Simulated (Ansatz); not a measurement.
Input and output for `F[SiH](S)[O][GaH2]`.

```yaml
crystal:
  periodic: [false, false, false]
  atoms:
    - {symbol: F, position_ang: [-1.554555, 0.579715, 1.934271]}
    - {symbol: Si, position_ang: [-0.745399, 0.881927, 0.603129]}
    - {symbol: S, position_ang: [1.276277, 0.093824, 1.014507]}
    - {symbol: O, position_ang: [-1.177980, 0.017307, -0.653481]}
    - {symbol: Ga, position_ang: [0.157552, -1.276347, -0.962351]}
    - {symbol: H, position_ang: [-0.710506, 2.343855, 0.425600]}
    - {symbol: H, position_ang: [1.859251, 0.937407, 0.143966]}
    - {symbol: H, position_ang: [1.063671, -0.917811, -2.180462]}
    - {symbol: H, position_ang: [-0.168311, -2.659877, -0.325169]}
basis:
  gaussian: {orbitals: aug-cc-pVDZ}
hamiltonian: {xc: {name: revPBE}}
accuracy: high
scf: {lower_state_search: light}
```

```sh
$ ansatz run in.yaml --threads 4 --pin off --events-out ev --progress --plain --max-ram 10444MiB
```

Output, abridged:

```
Functional definition: revPBE
3496 factors; integrals over basis functions are off by at most 4.3e-9 eV
mean field evaluation 1: about -75904.3587 eV, gradient 7.4e1 eV
mean field evaluation 2: about -75769.5631 eV, gradient 2.1e2 eV
mean field evaluation 4: about -75913.2560 eV, gradient 2.6e1 eV
mean field evaluation 8: about -75914.5470 eV, gradient 7.2e-1 eV
mean field evaluation 16: about -75914.5445 eV, gradient 2.7e-4 eV
mean field -75914.54454355 eV, -2789.8080552490 hartree, gradient 2.0e-8 eV, S^2 0.000000; 0 other end points of the search recorded, 0 dependent functions left out
reference -75914.54455995 eV, -2789.8080558518 hartree; 41, 41 occupied and 131, 131 virtual orbitals, 3496 factors
Total energy: -75914.54455995 eV, -2789.8080558518 hartree
```

Hardware: 4 threads of an Intel Xeon 6975P-C on a shared host. Wall time 5.5 s, peak host memory 0.85 GiB.
